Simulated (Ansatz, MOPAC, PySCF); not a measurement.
Noncovalent pair: HCl (SMILES Cl) (first 2 atoms) with C2H6O (SMILES CCO); geometry from B3LYP-D3(BJ)/def2-TZVP.
(charge 0, multiplicity 1):
```xyz
11

Cl     0.797     0.138    -0.343
H      0.138    -0.238     0.730
C      0.737     0.992     3.543
C      0.419    -0.472     3.310
O     -0.567    -0.666     2.281
H      1.511     1.093     4.307
H     -0.146     1.535     3.892
H      1.093     1.462     2.626
H      1.299    -1.010     2.957
H      0.078    -0.955     4.230
H     -1.357    -0.158     2.501
```

Counterpoise-corrected where a basis set is named; no monomer relaxation.

The state that PM7 reach isn't checked; PM7 holds dispersion and hydrogen-bond terms.

Codes used: Ansatz (a program for electronic structure); MOPAC for PM7 (differences of heats of formation); PySCF for the dispersion terms. Values without a source in brackets are computed.

Question: What is the computed interaction energy (PM7)?

Answer: -32 kJ/mol
